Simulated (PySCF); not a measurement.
## How methods differ on the excitation energy of Sc⁺

Sc⁺ [Ar] 3d1 4s1 (3D) → Sc⁺ [Ar] 3d1 4p1 (high-spin determinant), as a difference of total energies. Computed with PySCF 2.14 in dyall-av2z (16s12p7d2f, 101 functions), with the non-relativistic Hamiltonian (point nucleus). Correlated levels: valence: [Ar] frozen; virtual orbitals above 40 to 60 times the deepest correlated orbital energy dropped. The calculations carry no spin-orbit coupling.

| method | excitation energy (eV) |
| --- | --- |
| UHF | 3.176 |
| LDA | 3.286 |
| PBE | 3.131 |
| PBE0 | 3.145 |
| r2SCAN | 3.169 |
| TPSSh | 3.039 |
| PW91 | 3.141 |
| B2PLYP | 3.231 |
| wB97X | 3.133 |
| MP2 (valence) | 3.200 |
| SCS-MP2 (valence) | 3.184 |

Q: How much does correlation contribute at MP2 (valence)?

A: 3.200 − (3.176) = 0.024 eV, measured against UHF.

A first-order spin-orbit estimate (lowest level to lowest level, LS coupling) adds -0.009 eV.

The determinant of the upper state mixes LS terms, which raises its energy above the lowest term, most at the Hartree-Fock and MP2 levels.
